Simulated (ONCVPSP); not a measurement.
Logarithmic derivatives: N, ONCV

nitrogen, optimised norm-conserving Vanderbilt (ONCV), made with ONCVPSP 4.0.1 (PBE, scalar-relativistic). Core [He], reference 2s2 2p2 (charge +1). Waves: 2s: rc 0.70 bohr, ncon 4, nbas 8, qcut 11.4 1/bohr, 1 projector; 2p: rc 2.00 bohr, ncon 4, nbas 9, qcut 8.1 1/bohr, 2 projectors, debl 2.3 Ha; d scattering state at 0.11 Ha: rc 1.90 bohr, ncon 3, nbas 6, qcut 5.4 1/bohr, 2 projectors, debl 1.7 Ha. Local part: polynomial inside 0.60 bohr (lpopt 5, dvloc0 6 Ha). Core correction: none.

The phase is arctan(r·R′/R) of the radial function R(r), unwrapped; energies in Ha, scanned from -3 to 5 Ha. A pole is an energy at which the radial function vanishes at the test radius. The pseudo phase is shifted by a multiple of π to meet the all-electron one at the reference energy, and phase errors are pseudo minus all-electron; the curves can meet again beyond the range given. Levels narrower than the energy grid can be missing from the lists of poles.

```json
{"channel": "s", "radius (bohr)": "0.71", "reference energy (Ha)": "-1.19", "poles, all-electron": "none", "poles, pseudo": "none", "unbroken range about the reference energy with phases within 0.05 rad": "below 2.5", "phase error 1 Ha above the reference energy (rad)": "-0.006"}
{"channel": "p", "radius (bohr)": "2.03", "reference energy (Ha)": "-0.76", "poles, all-electron": "-0.47, 3.34", "poles, pseudo": "-0.47, 3.35", "unbroken range about the reference energy with phases within 0.05 rad": "the whole range", "phase error 1 Ha above the reference energy (rad)": "+0.000"}
{"channel": "d", "radius (bohr)": "1.92", "reference energy (Ha)": "0.11", "poles, all-electron": "2.36", "poles, pseudo": "2.35", "unbroken range about the reference energy with phases within 0.05 rad": "below 3.5", "phase error 1 Ha above the reference energy (rad)": "-0.000"}
```

Phases in the p channel:

```
E (Ha)  all-electron  pseudo
 -2.98         1.280   1.280
 -2.76         1.260   1.260
 -2.54         1.236   1.236
 -2.32         1.205   1.205
 -2.10         1.164   1.164
 -1.88         1.106   1.106
 -1.66         1.017   1.017
 -1.44         0.858   0.858
 -1.22         0.499   0.499
 -1.00        -0.373  -0.373
 -0.78        -1.165  -1.165
 -0.56        -1.492  -1.492
 -0.34        -1.665  -1.665
 -0.12        -1.798  -1.797
  0.10        -1.933  -1.933
  0.32        -2.111  -2.110
  0.54        -2.396  -2.395
  0.76        -2.891  -2.891
  0.98        -3.525  -3.524
  1.20        -3.972  -3.971
  1.42        -4.218  -4.218
  1.64        -4.361  -4.361
  1.86        -4.454  -4.454
  2.08        -4.519  -4.519
  2.30        -4.568  -4.568
  2.52        -4.608  -4.607
  2.74        -4.640  -4.640
  2.96        -4.669  -4.668
  3.18        -4.695  -4.694
  3.40        -4.719  -4.718
  3.62        -4.743  -4.741
  3.84        -4.767  -4.764
  4.06        -4.793  -4.789
  4.28        -4.822  -4.815
  4.50        -4.855  -4.846
  4.72        -4.897  -4.882
  4.94        -4.952  -4.928
```
